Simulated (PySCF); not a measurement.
**How the method moves the HOMO and LUMO of `C[Si]1(Cl)OC=CO1`**

Compound: C3H5ClO2Si.
Numbering: `[CH3:1][Si:2]1([Cl:3])[O:4][CH:5]=[CH:6][O:7]1` (hydrogens: H8, H9, H10 on C1; H11 on C5; H12 on C6)

Geometry (PBE0-D3(BJ)/def2-SVP, Å), atoms numbered from 1 in this order:
```
atom  x, y, z in Å
C1    -2.011    0.385   -0.176
Si2   -0.397   -0.136    0.538
Cl3   -0.666   -0.795    2.469
O4     0.445   -1.284   -0.366
C5     1.715   -0.796   -0.564
C6     1.915    0.449   -0.113
O7     0.817    1.032    0.474
H8    -1.868    0.757   -1.201
H9    -2.711   -0.463   -0.194
H10   -2.455    1.183    0.438
H11    2.427   -1.456   -1.058
H12    2.828    1.041   -0.153
```

Basis pcSseg-1 throughout (PySCF), one geometry. Geometry: PBE0-D3(BJ)/def2-SVP; no solvent, vibrations or thermal averaging.

Question: How do the orbital energies, the gap and the dipole change with the method?

Answer: 
```json
{"method": "B97-D", "kind": "GGA", "HOMO (eV)": "-5.18", "LUMO (eV)": "-0.11", "gap (eV)": "5.07", "μ (D)": "1.76", "SCF cycles": "15"}
{"method": "KT3", "kind": "GGA", "HOMO (eV)": "-5.21", "LUMO (eV)": "-0.20", "gap (eV)": "5.01", "μ (D)": "1.72", "SCF cycles": "15"}
{"method": "B97-2", "kind": "global hybrid", "HOMO (eV)": "-6.18", "LUMO (eV)": "0.75", "gap (eV)": "6.93", "μ (D)": "1.80", "SCF cycles": "13"}
{"method": "B3LYP", "kind": "global hybrid", "HOMO (eV)": "-6.21", "LUMO (eV)": "0.56", "gap (eV)": "6.77", "μ (D)": "1.75", "SCF cycles": "14"}
{"method": "BHandHLYP", "kind": "global hybrid", "HOMO (eV)": "-7.53", "LUMO (eV)": "1.78", "gap (eV)": "9.30", "μ (D)": "1.82", "SCF cycles": "12"}
{"method": "CAM-B3LYP", "kind": "range-separated hybrid", "HOMO (eV)": "-7.78", "LUMO (eV)": "1.89", "gap (eV)": "9.67", "μ (D)": "1.79", "SCF cycles": "12"}
{"method": "HF", "kind": "Hartree–Fock", "HOMO (eV)": "-9.15", "LUMO (eV)": "4.10", "gap (eV)": "13.25", "μ (D)": "1.91", "SCF cycles": "10"}
```

The HOMO spans 3.97 eV, from B97-D down to HF, and the gap runs from 5.01 eV (KT3) to 13.25 eV (HF). Over the methods B97-D (0 %), KT3 (0 %), B97-2 (21 %), B3LYP (20 %), BHandHLYP (50 %), HF (100 %), a straight line through the gap against the share of exact exchange rises by 0.82 eV for each 10 % (correlation coefficient 1.000). The dipole ranges from 1.72 D (KT3) to 1.91 D (HF). This basis has no diffuse functions.
